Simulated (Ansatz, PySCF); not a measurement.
Spin states of HOZr (SMILES [OH][Zr]), each relaxed with B3LYP-D3(BJ)/def2-TZVP.
State 1 (charge 0, multiplicity 2):
```tsv
atom	x (Å)	y (Å)	z (Å)
Zr	-0.9910	-0.8546	-0.8803
O	0.1802	0.1840	0.1435
H	0.7776	0.7180	0.6665
```
State 2 (charge 0, multiplicity 4):
```xyz
3

Zr    -1.030    -0.809    -0.904
O      0.281     0.061     0.202
H      0.716     0.796     0.631
```

Singlets are restricted, other states unrestricted; no spin–orbit coupling, no relativity up to Kr; see below for the cores. The largest T1 diagnostic is 0.059.

Correlated levels freeze the inner cores; with def2 sets outer-core shells near the valence are correlated too.

Codes used: Ansatz (Gaussian basis) for Hartree–Fock, density functionals and correlated methods; PySCF for the dispersion terms.  In def2 rows elements past Kr take small-core potentials, without spin–orbit coupling.

Task: Estimate the energy of the multiplicity-4 state less that of the multiplicity-2 state that BLYP-D3(BJ)/def2-TZVPP returns for this input.

Result: 8.6 kcal/mol

Task: What is the computed energy of the multiplicity-4 state less that of the multiplicity-2 state (CCSD/def2-SVP)?

Result: 12.3 kcal/mol

Task: What energy of the multiplicity-4 state less that of the multiplicity-2 state does B2PLYP/def2-TZVPP give?

Result: 9.7 kcal/mol

Doubts at one or more of the structures used: a spin-contaminated determinant (B2PLYP/def2-TZVPP, CCSD/def2-SVP); T1 above 0.05 (CCSD/def2-SVP).

Ansatz is an electronic-structure program.
